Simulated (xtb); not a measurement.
xtb input (GFN2-xTB):

```bash
xtb mol.xyz --gfn 2 --ohess tight --chrg 1 --uhf 0
```
mol.xyz:
```
8

Si     0.30960663    -0.29651846     0.00769871
Br     1.02890136    -0.95397899    -2.03395225
Br     2.14774995    -0.11759112     1.40906405
O     -0.50056415     1.15467458    -0.13284990
O     -0.71454879    -1.54815135     0.60644699
H      0.16628003     1.78398471    -0.48956947
H     -1.45394377    -1.55424868    -0.03203155
H     -1.06096549     1.47882539     0.63874320
```

End of the output:

```
optimized geometry written to: xtbopt.xyz

           -------------------------------------------------
          | TOTAL ENERGY              -19.239334256638 Eh   |
          | TOTAL ENTHALPY            -19.191500519370 Eh   |
          | TOTAL FREE ENERGY         -19.237034894794 Eh   |
          | GRADIENT NORM               0.000474632205 Eh/α |
          | HOMO-LUMO GAP               5.569733082665 eV   |
           -------------------------------------------------

------------------------------------------------------------------------
------------------------------------------------------------------------
 total:
 SCF:
 ANC optimizer:
 analytical hessian:
```

It need not be the lowest isomer of its formula.
